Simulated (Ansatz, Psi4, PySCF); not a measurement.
CH$_{9}$AlO$_{2}$Si$_{2}$, charge -1, doublet, at a GFN2-xTB geometry (such geometries of metal compounds can be far from the true shape) (a state made from the parent by changing its charge; the spin is typed, not shown lowest) (in this run its highest filled SCF level lies above zero, so its values depend strongly on the basis, on diffuse functions most of all). Base run: PySCF with HF/6-31G**.

Input for PySCF:
```python
from pyscf import gto, scf

mol = gto.Mole()
mol.atom = '''
    Al    0.19354210    0.30225555    0.29566521
    C     1.05732663    1.73202347    1.56042372
    H     1.75424696    1.28316310    2.27448695
    H     0.30759973    2.27173978    2.15034991
    H     1.62034120    2.49393643    1.00907015
    O    -0.94728715    1.05826374   -0.84777139
    Si   -1.94584385    1.81303945   -1.83382635
    H    -3.34347479    1.47647924   -1.50150112
    H    -1.68440660    1.40863552   -3.22905358
    H    -1.79209964    3.27615689   -1.74412881
    O     0.76244295   -1.36584032    0.58358036
    Si    1.32118516   -2.82503503    0.90117758
    H     0.22092115   -3.71167780    1.32553676
    H     2.32576204   -2.78974776    1.97964453
    H     1.95507832   -3.40159751   -0.29998414
'''
mol.basis = '6-31g**'
mol.charge = -1
mol.spin = 1
mol.verbose = 4
mol.build()

mf = scf.UHF(mol)
mf.kernel()
```

The same geometry, method and basis name were run in Ansatz (an electronic-structure program) and Psi4 and PySCF, at each program's defaults and at the settings that a row names. The base is PySCF at its defaults. Differences at the defaults can come from grids, fitting, cores and function types together.

| code and settings | ΔE vs base (µEh) | basis functions | E (Eh) | SCF cycles |
|---|---|---|---|---|
| PySCF, defaults (exact integrals, spherical functions) | 0.0 | 141 | -1012.70091 | 19 |
| Psi4, defaults (density fitting with its default set, Cartesian functions) | -4878 | 147 | -1012.70579 | 15 |
| Ansatz, defaults (factorised integrals, Cartesian functions) | -8675 | 147 | -1012.70959 | - |
| PySCF, density fitting with def2-universal-jkfit | 126 | 141 | -1012.70079 | 19 |
| Psi4, exact integrals, spherical functions | 0.0 | 141 | -1012.70091 | 20 |
| Ansatz, high accuracy, Cartesian functions as the basis file defines them | -8685 | 147 | -1012.70960 | - |

Open shells are given as the SCF converged; they aren't shown to be the lowest states, and a large step between rows can be another state.
